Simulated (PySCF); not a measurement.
**NMR data sheet: C₄H₁₀O₃Si₂**

* Formula: C4H10O3Si2
* SMILES: CO[C@H](O[SiH3])[SiH2]C=C=O
* InChI: InChI=1S/C4H10O3Si2/c1-6-4(7-8)9-3-2-5/h3-4H,9H2,1,8H3/t4-/m1/s1
* Point group of the computed structure: C1
* Degrees of unsaturation: 2
* Carbon signals: 4
* Proton signals: 6

Molfile (atoms numbered from 1):
```
C4H10O3Si2
     RDKit          3D

 19 18  0  0  0  0  0  0  0  0999 V2000
   -1.2501    0.8193   -1.7902 C   0  0  0  0  0  0  0  0  0  0  0  0
   -0.8990    0.8918   -0.4236 O   0  0  0  0  0  0  0  0  0  0  0  0
   -0.1055   -0.1577    0.0306 C   0  0  2  0  0  0  0  0  0  0  0  0
   -0.8471   -1.3439    0.0707 O   0  0  0  0  0  0  0  0  0  0  0  0
   -0.3682   -2.8702   -0.1444 Si  0  0  0  0  0  4  0  0  0  0  0  0
    0.4311    0.4330    1.7721 Si  0  0  0  0  0  4  0  0  0  0  0  0
    1.4856    1.9598    1.4781 C   0  0  0  0  0  0  0  0  0  0  0  0
    1.5484    2.5187    0.3160 C   0  0  0  0  0  0  0  0  0  0  0  0
    1.5952    2.9608   -0.7561 O   0  0  0  0  0  0  0  0  0  0  0  0
   -0.3521    0.8627   -2.4178 H   0  0  0  0  0  0  0  0  0  0  0  0
   -1.7972   -0.1027   -2.0054 H   0  0  0  0  0  0  0  0  0  0  0  0
   -1.8822    1.6808   -1.9930 H   0  0  0  0  0  0  0  0  0  0  0  0
    0.7506   -0.3026   -0.6538 H   0  0  0  0  0  0  0  0  0  0  0  0
   -1.6585   -3.5372   -0.1109 H   0  0  0  0  0  0  0  0  0  0  0  0
    0.5442   -3.2874    0.9247 H   0  0  0  0  0  0  0  0  0  0  0  0
    0.3324   -3.0292   -1.4242 H   0  0  0  0  0  0  0  0  0  0  0  0
   -0.7777    0.7207    2.5443 H   0  0  0  0  0  0  0  0  0  0  0  0
    1.2472   -0.6021    2.4226 H   0  0  0  0  0  0  0  0  0  0  0  0
    1.9930    2.3945    2.3175 H   0  0  0  0  0  0  0  0  0  0  0  0
  1  2  1  0
  2  3  1  0
  3  4  1  0
  4  5  1  0
  3  6  1  0
  6  7  1  0
  7  8  2  0
  8  9  2  0
  1 10  1  0
  1 11  1  0
  1 12  1  0
  3 13  1  6
  5 14  1  0
  5 15  1  0
  5 16  1  0
  6 17  1  0
  6 18  1  0
  7 19  1  0
M  END
```

[PySCF: NMR shieldings at PBE0/pcSseg-1/GIAO; geometry from GFN2-xTB; relativity neglected; gas phase; fast rotation and ring inversion assumed for equivalent nuclei; one computed conformer]

Shifts are taken against calculated references (same method and geometry level): TMS for 1H (σref 31.72) and 13C (σref 186.93) and 29Si (σref 349.16); 17O (σref 336.08) vs H2O.

| carbon | δC, type | δH (multiplicity) | HMBC from (2–3 bonds) | span of the C tensor (ppm) |
| --- | --- | --- | --- | --- |
| C1 | 58.0, CH3 | 3.62 (s) | H13 | 96 |
| C3 | 101.5, CH | 4.70 (m) | H14/H15/H16, H18, H17, H10/H11/H12, H19 | 41 |
| C7 | -8.0, CH | 1.38 (m) | H13, H18, H17 | 81 |
| C8 | 182.1, C | – | H18, H17, H19 | 287 |

Other nuclei:
| atoms | nucleus | environment | δ (ppm) | σ (ppm) |
| --- | --- | --- | --- | --- |
| H14/H15/H16 | 1H | hydrogen on a silicon bonded to O | 4.93 | 26.79 |
| H18 | 1H | hydrogen on a silicon bonded to 2 C | 4.62 | 27.10 |
| H17 | 1H | hydrogen on a silicon bonded to 2 C | 4.53 | 27.19 |
| Si5 | 29Si | silicon bonded to O, 3 H | -40.9 | 390.1 |
| Si6 | 29Si | silicon bonded to 2 C, 2 H | -51.0 | 400.1 |
| O9 | 17O | carbonyl oxygen | 310.3 | 25.7 |
| O2 | 17O | ether oxygen | 72.5 | 263.5 |
| O4 | 17O | oxygen bonded to C, Si | 44.3 | 291.8 |

- Carbon types of the structure: 1 × C, 2 × CH, 1 × CH3, leaving 5 H on heteroatoms.
- δC 182.1: central carbon of a ketene.
- δC 101.5: sp3 carbon bearing two oxygens; 2 electronegative neighbours deshield it.
- δC 58.0: methyl carbon bonded to O; pulled downfield by the heteroatom.
- δH 4.70: hydrogen on an sp3 carbon bearing two oxygens; its carbon carries O, hence the downfield position.
- δH 3.62: hydrogen on a methyl carbon bonded to O; its carbon carries O, an electronegative neighbour.

Shifts are as computed. Against solution values, carbons near 30 ppm lie about +3 ppm off and those near 130 ppm about +5 ppm. Of 1309 compounds with measured shifts, 239 miss one by over three times the rms of a fit or turn the order of signals round; such compounds aren't used in these exercises. Unscaled 17O shifts of doubly bonded oxygen tend to come out too high, by tens of ppm or more. Experimental scales use liquid or dissolved standards, which lie at an offset from isolated H2O (liquid H2O: subtract about 36 ppm). No couplings were computed; multiplicities are counted from neighbouring protons, with m where these are inequivalent, close in shift, in a saturated or five-membered ring or joined by F or P, and br s for small geminal =CH2 splittings.
